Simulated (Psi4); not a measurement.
H3S (SMILES [SH3+]), charge +1, singlet, geometry from GFN2-xTB. Base run: MP2/6-31G** run with Psi4.

Psi4 was given this input:
```
memory 2 GB

molecule mol {
1 1
S     0.105582   -0.001908    0.046136
H    -0.318222    0.997054   -0.765660
H    -0.350826   -0.980451   -0.772822
H    -1.020267    0.013923    0.800299
}

set {
  basis 6-31g**
  reference rhf
  freeze_core true
}

energy('mp2')
print_variables()
```

Each row names what was changed in the base input (with any setting that the change needs).

```csv
change,basis functions,E (Eh),MP2 correlation (Eh)
base,34,-399.09086,-0.13976
basis = 3-21G,19,-397.01951,-0.07008
basis = def2-SV(P),[?],[?],[?]
basis = def2-SVP,[?],[?],[?]
basis = cc-pV(D+d)Z,38,-399.12673,-0.14747
basis = 6-311G**,[?],[?],[?]
basis = 6-311++G**,51,-399.13075,-0.14999
basis = def2-SVPD,51,-399.00508,-0.15264
"basis = 6-311+G(2d,p)",53,-399.14344,-0.15749
basis = cc-pVTZ,76,[?],[?]
basis = pcseg-2,76,-399.17104,-0.18240
basis = def2-TZVPP,84,-399.17699,-0.18770
basis = aug-cc-pVTZ,119,-399.18428,-0.19056
```

Question: Complete the blanks.

Answer: 
- basis = def2-SV(P), basis functions: 24
- basis = def2-SV(P), E (Eh): -398.95252
- basis = def2-SV(P), MP2 correlation (Eh): -0.12567
- basis = def2-SVP, basis functions: 33
- basis = def2-SVP, E (Eh): -398.99359
- basis = def2-SVP, MP2 correlation (Eh): -0.14669
- basis = 6-311G**, basis functions: 44
- basis = 6-311G**, E (Eh): -399.12958
- basis = 6-311G**, MP2 correlation (Eh): -0.14960
- basis = cc-pVTZ, E (Eh): -399.18069
- basis = cc-pVTZ, MP2 correlation (Eh): -0.18752

Totals compare only among sets that treat the same electrons; sets with core potentials leave the core out.
